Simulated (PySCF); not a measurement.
C5H5, SMILES [CH]1C=CC=C1, multiplicity 2.

Geometry: PBE0-D3(BJ)/def2-SVP. The isomer is the one that the SMILES or the coordinates give; other isomers of the formula were not compared.

Two levels are set side by side: PBE/def2-TZVP (PySCF) and CAM-B3LYP/def2-TZVP (PySCF). Same geometry, gas phase. Differences are taken from unrounded values.

```
quantity                     CAM-B3LYP   PBE  PBE minus CAM-B3LYP
---------------------------  ---------  ----  -------------------
α-spin orbital gap (eV)          10.12  5.74                -4.38
β-spin orbital gap (eV)           5.29  0.78                -4.52
mean polarisability (bohr³)       52.6  53.8                  1.2
```

Rough cost on one machine, each run with all the roots and properties that it gave: CAM-B3LYP against PBE within a factor of 2.
